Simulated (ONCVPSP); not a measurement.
## Configuration tests for nickel (Ni) (ONCV)

nickel, optimised norm-conserving Vanderbilt (ONCV), made with ONCVPSP 4.0.1 (PBEsol, scalar-relativistic). Core [Ne], reference 3s2 3p6 3d8 4s2. Waves: 3s+4s: rc 1.10 bohr, ncon 5, nbas 8, qcut 12.7 1/bohr, 3 projectors, debl 1.9 Ha; 3p: rc 1.20 bohr, ncon 4, nbas 8, qcut 13 1/bohr, 3 projectors, debl 1 Ha; 3d: rc 1.30 bohr, ncon 3, nbas 7, qcut 11.1 1/bohr, 3 projectors, debl 3.9 Ha. Local part: polynomial inside 1.05 bohr (lpopt 3, dvloc0 6 Ha). Core correction: Teter function, fcfact 1.75, rcfact 1.5.

In the p channel the program set the typed energies aside and used -2.619, 0.250, 1.250 Ha.

Energies are relative to the spin-unpolarised reference configuration 3s2 3p6 3d8 4s2; without spin polarisation the order of configurations can differ from experiment.

```csv
valence configuration,charge,ΔE all-electron (eV),error AE − PS (meV)
3s2 3p6 3d8 4s1,+1,9.337,+0.7
3s2 3p6 3d9 4s1,0,-1.610,+16
```

Question: What are ΔE and the potential's error for 3s2 3p6 3d8 4s0?

Answer: ΔE = 26.599 eV all-electron; the error (AE − PS) is +6.2 meV.

Question: What are ΔE and the potential's error for 3s2 3p6 3d7 4s0?

Answer: ΔE = 64.036 eV all-electron; the error (AE − PS) is +7.9 meV.

Levels in the configuration 3s2 3p6 3d8 4s0:

```tsv
level	all-electron (eV)	pseudo (eV)
3s	-130.417	-130.419
3p	-90.919	-90.921
3d	-28.340	-28.370
```
